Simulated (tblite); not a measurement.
Species: C₃H₇F₃O₂SSi₂.
Bonds: O1–S2 (double), S2–O3 (double), S2–C4, C4–Si5, Si5–C6, C6–Si7, S2–C8, C8–F9, C8–F10, C8–F11, C4–Si7. Hydrogens: H12 on C4; H13, H14 on Si5; H15, H16 on C6; H17, H18 on Si7.

The geometry is computed with GFN2-xTB (gas phase).

(1) List the bond lengths, angles and torsions at this level.

Answers

(1) 
```
            bond  length (bohr)   order
    O1=S2, S2=O3          2.705  double
           S2–C4          3.278  single
  C4–Si5, C4–Si7          3.645  single
  Si5–C6, C6–Si7          3.629  single
           S2–C8          3.606  single
   C8–F9, C8–F11          2.531  single
          C8–F10          2.505  single
          C4–H12          2.044  single
Si5–H13, Si7–H17          2.749  single
Si5–H14, Si7–H18          2.772  single
          C6–H15          2.055  single
          C6–H16          2.052  single
```

Bonds in one row agree within 0.02 bohr and their mean is given. Orders are formal, as drawn. A selection of angles:
```
      angle  degrees
   O1–S2–O3    118.3
   O1–S2–C4    113.3
   O1–S2–C8    104.1
   O3–S2–C4    109.7
   O3–S2–C8    105.7
   C4–S2–C8    104.3
  S2–C4–Si5    101.8
  S2–C4–Si7    106.4
  S2–C4–H12    107.5
 Si5–C4–Si7     93.1
 Si5–C4–H12    120.9
 Si7–C4–H12    124.3
  C4–Si5–C6     86.2
 C4–Si5–H13    116.9
 C4–Si5–H14    107.5
 C6–Si5–H13    117.1
 C6–Si5–H14    115.9
H13–Si5–H14    111.0
 Si5–C6–Si7     93.6
 Si5–C6–H15    112.2
 Si5–C6–H16    116.1
 H15–C6–H16    106.8
 C6–Si7–H18    114.3
 C4–Si7–H18    106.1
   S2–C8–F9    111.2
  S2–C8–F11    109.5
  F9–C8–F10    108.3
```

Dihedral angles: O1–S2–C4–Si5 67° (synclinal); S2–C4–Si5–C6 101° (anticlinal); C4–Si5–C6–Si7 7° (synperiplanar); Si5–C6–Si7–C4 -7° (synperiplanar); O1–S2–C8–F9 -178° (antiperiplanar); S2–C4–Si7–C6 -96° (anticlinal). The mirror-image conformer, all signs reversed, is as good.

Of the pairs four or more bonds apart, Si7···F9 is among the closest relative to their van der Waals radii: 3.31 Å, 93 % of the sum of Bondi's values. The 4-membered ring C4–Si5–C6–Si7 has internal angles of 86.2° to 93.6°; it is slightly puckered (a soft mode that the optimisation may not have finished), 0.06 Å rms from its mean plane, widest ring torsion 7°. The 2 C–S bonds span 1.734 Å (S2–C4, drawn single) to 1.908 Å (S2–C8, drawn single), a spread of 0.174 Å. Si5 (SiH2 silicon) has angles from 86.2° to 117.1°. S2 (sulfonyl sulfur) is distorted tetrahedral (angles from 104.1° to 118.3°).

Point group: C1 (no symmetry element, even within 0.4 Å). Its GFN2-xTB frequencies are all real (lowest 23 cm⁻¹). The numbers are those of one conformer.

Hardware: one thread of an Arm Neoverse V1, no GPU, shared host with 32 logical CPUs at a one-minute load of 9.3. Cost: 1.5 s wall. These figures are those of the optimisation.
